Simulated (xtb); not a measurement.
HTe (SMILES [TeH]), doublet, at a GFN2-xTB geometry; GFN2-xTB with GBSA(methanol) (xtb 6.7.1).

Here is a job for xtb.
```
$ xtb mol.xyz --gfn 2 --uhf 1 --gbsa methanol --json

# file mol.xyz
2

Te    -0.00000000    -0.00000000    -0.03110694
H      0.00000000     0.00000000     1.61756080
```

Task: What does xtb print? Leave out banner, timings and long lists.

Result: 
```
   ID    Z sym.   atoms
    1   52 Te     1
    2    1 H      2

           -------------------------------------------------
          |                Calculation Setup                |
           -------------------------------------------------

           -------------------------------------------------
          |                 G F N 2 - x T B                 |
           -------------------------------------------------

      * Solvation model:               GBSA
        Solvent                        methanol
        Parameter file                 internal GFN2-xTB/GBSA
        Dielectric constant                3.2700E+01
        Reference state                gsolv [1 M gas/solution]
        Free energy shift                  3.3569E-03 Eh       2.1065E+00 kcal/mol
        Temperature                        2.9815E+02 K
        Density                            7.9200E-01 kg/L
        Solvent mass                       3.2040E+01 g/mol
        Interaction kernel             Still
        Born radius scaling (c1)           1.6087E+00
        Born radii integrator          GBOBC
        Born offset                        5.6550E-04 a0       1.0686E-03 AA
        H-bond correction              true
        Ion screening                  false
        Surface tension                    1.0000E-05 Eh       1.5569E+01 dyn/cm
        Grid points                               230 per atom

          ...................................................
          :                      SETUP                      :
          :.................................................:
          :  # basis functions                  11          :
          :  # atomic orbitals                  10          :
          :  # shells                            4          :
          :  # electrons                         7          :
          :  max. iterations                   250          :
          :  Hamiltonian                  GFN2-xTB          :
          :  restarted?                      false          :
          :  GBSA solvation                   true          :
          :  PC potential                    false          :
          :  electronic temp.          300.0000000     K    :
          :  accuracy                    1.0000000          :
          :  -> integral cutoff          0.2500000E+02      :
          :  -> integral neglect         0.1000000E-07      :
          :  -> SCF convergence          0.1000000E-05 Eh   :
          :  -> wf. convergence          0.1000000E-03 e    :
          :  Broyden damping             0.4000000          :
          :  net charge                          0          :
          :  unpaired electrons                  1          :
          ...................................................

 iter      E             dE          RMSdq      gap      omega  full diag
   1     -3.5533382 -0.355334E+01  0.753E+00    5.22       0.0  T
   2     -3.5559709 -0.263269E-02  0.252E+00    5.36       1.0  T
   3     -3.5560350 -0.641483E-04  0.746E-01    5.39       1.0  T
   4     -3.5560403 -0.527598E-05  0.442E-02    5.37       1.6  T
   5     -3.5560403 -0.268093E-07  0.241E-02    5.37       2.9  T
   6     -3.5560404 -0.107005E-07  0.347E-03    5.37      20.3  T
   7     -3.5560404 -0.133537E-09  0.151E-04    5.37     468.1  T
   8     -3.5560404 -0.395683E-12  0.829E-05    5.37     853.5  T

   *** convergence criteria satisfied after 8 iterations ***

         :::::::::::::::::::::::::::::::::::::::::::::::::::::
         ::                     SUMMARY                     ::
         :::::::::::::::::::::::::::::::::::::::::::::::::::::
         :: total energy              -3.551230945427 Eh    ::
         :: total w/o Gsasa/hb        -3.548274590970 Eh    ::
         :: gradient norm              0.000115524199 Eh/a0 ::
         :: HOMO-LUMO gap              5.374216384898 eV    ::
         ::.................................................::
         :: SCC energy                -3.556040356594 Eh    ::
         :: -> isotropic ES            0.000022421844 Eh    ::
         :: -> anisotropic ES          0.000104747713 Eh    ::
         :: -> anisotropic XC          0.000206209477 Eh    ::
         :: -> dispersion             -0.000308193910 Eh    ::
         :: -> Gsolv                  -0.002958493117 Eh    ::
         ::    -> Gelec               -0.000002138660 Eh    ::
         ::    -> Gsasa               -0.006311607783 Eh    ::
         ::    -> Ghb                 -0.000001676197 Eh    ::
         ::    -> Gshift               0.003356929523 Eh    ::
         :: repulsion energy           0.004809411167 Eh    ::
         :: add. restraining           0.000000000000 Eh    ::
         :: total charge              -0.000000000000 e     ::
         :::::::::::::::::::::::::::::::::::::::::::::::::::::

           -------------------------------------------------
          |                Property Printout                |
           -------------------------------------------------

    * Orbital Energies and Occupations

         #    Occupation            Energy/Eh            Energy/eV
      -------------------------------------------------------------
         1        2.0000           -0.8016556             -21.8142
         2        2.0000           -0.4446389             -12.0992
         3        1.5000           -0.3444137              -9.3720
         4        1.5000           -0.3444137              -9.3720 (HOMO)
         5                         -0.1469149              -3.9978 (LUMO)
         6                          0.0284955               0.7754
         7                          0.0284955               0.7754
         8                          0.0315843               0.8595
         9                          0.0315843               0.8595
        10                          0.5490317              14.9399
      -------------------------------------------------------------
                  HL-Gap            0.1974988 Eh            5.3742 eV
             Fermi-level           -0.2950390 Eh           -8.0284 eV

     #   Z          covCN         q      C6AA      α(0)
     1  52 Te       0.951    -0.008   429.146    38.607
     2   1 H        0.951     0.008     2.918     2.670

 Mol. C6AA /au·bohr⁶  :        502.078657
 Mol. C8AA /au·bohr⁸  :      46049.498345
 Mol. α(0) /au        :         41.277425

Wiberg/Mayer (AO) data.
largest (>0.10) Wiberg bond orders for each atom

 ---------------------------------------------------------------------------
     #   Z sym  total        # sym  WBO       # sym  WBO       # sym  WBO
 ---------------------------------------------------------------------------
     1  52 Te   1.000 --     2 H    1.000
     2   1 H    1.000 --     1 Te   1.000
 ---------------------------------------------------------------------------

Topologies differ in total number of bonds
Writing topology from bond orders to xtbtopo.mol

molecular dipole:
                 x           y           z       tot (Debye)
 q only:        0.000       0.000       0.025
   full:        0.000      -0.000      -0.035       0.090
molecular quadrupole (traceless):
                xx          xy          yy          xz          yz          zz
 q only:       -0.037       0.000      -0.037       0.000       0.000       0.075
  q+dip:       -0.295       0.000      -0.295      -0.000      -0.000       0.590
   full:       -0.660      -0.000      -0.660       0.000      -0.000       1.319

           -------------------------------------------------
          | TOTAL ENERGY               -3.551230945427 Eh   |
          | GRADIENT NORM               0.000115524199 Eh/α |
          | HOMO-LUMO GAP               5.374216384898 eV   |
           -------------------------------------------------

normal termination of xtb
```
